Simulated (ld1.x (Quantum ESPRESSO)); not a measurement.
# rubidium TM semilocal: all-electron and pseudo phase curves

rubidium, norm-conserving Troullier–Martins (semilocal form), made with ld1.x (Quantum ESPRESSO) 7.5 (LDA (PZ), scalar-relativistic). Core [Ar] 3d10, reference 4s2 4p6 5s1 5p0. Waves: 4s (bound): rc 2.35 bohr; 4d channel at 0.35 Ry: rc 2.35 bohr; 4p (bound): rc 2.00 bohr. Local part: the p channel. Core correction: none.

Occupied shells without a wave of their own: 5s. They enter only through the test configuration that unscreens the potential.

The phase is arctan(r·u′/u) with u = r·R(r), unwrapped; energies in Ry, scanned from -4 to 5 Ry. A pole is an energy at which the radial function vanishes at the test radius. The pseudo phase is shifted by a multiple of π to meet the all-electron one at the reference energy, and phase errors are pseudo minus all-electron; the curves can meet again beyond the range given. Levels narrower than the energy grid can be missing from the lists of poles.

Problem. For each channel, where are the poles, and over which energies does the pseudopotential scatter like the atom?

Solution.

```tsv
channel	radius (bohr)	reference energy (Ry)	poles, all-electron	poles, pseudo	unbroken range about the reference energy with phases within 0.05 rad	phase error 1 Ry above the reference energy (rad)
s	2.54	-2.35	-2.06	-2.07, 3.08	below -0.7	-0.018
p	2.54	-1.18	-0.62	-0.63	below 1.6	-0.003
d	2.54	0.35	1.73	1.74	below 4.4	+0.001
```

The potential misses its own reference levels by up to 0.4 eV.

Phases in the s channel:

```csv
E (Ry),all-electron,pseudo
-4.00,1.311,1.306
-3.76,1.290,1.284
-3.52,1.260,1.254
-3.28,1.216,1.207
-3.04,1.133,1.122
-2.80,0.923,0.903
-2.56,-0.124,-0.152
-2.32,-1.322,-1.322
-2.08,-1.561,-1.565
-1.84,-1.654,-1.662
-1.60,-1.708,-1.720
-1.36,-1.747,-1.766
-1.12,-1.781,-1.807
-0.88,-1.814,-1.850
-0.64,-1.848,-1.899
-0.40,-1.886,-1.962
-0.16,-1.930,-2.048
0.08,-1.986,-2.178
0.32,-2.059,-2.397
0.56,-2.161,-2.796
0.80,-2.311,-3.398
1.04,-2.544,-3.914
1.28,-2.903,-4.210
1.52,-3.362,-4.375
1.76,-3.771,-4.478
2.00,-4.050,-4.548
2.24,-4.226,-4.600
2.48,-4.343,-4.639
2.72,-4.424,-4.672
2.96,-4.483,-4.700
3.20,-4.529,-4.725
3.44,-4.565,-4.748
3.68,-4.594,-4.770
3.92,-4.619,-4.793
4.16,-4.640,-4.815
4.40,-4.659,-4.840
4.64,-4.675,-4.868
4.88,-4.690,-4.900
```
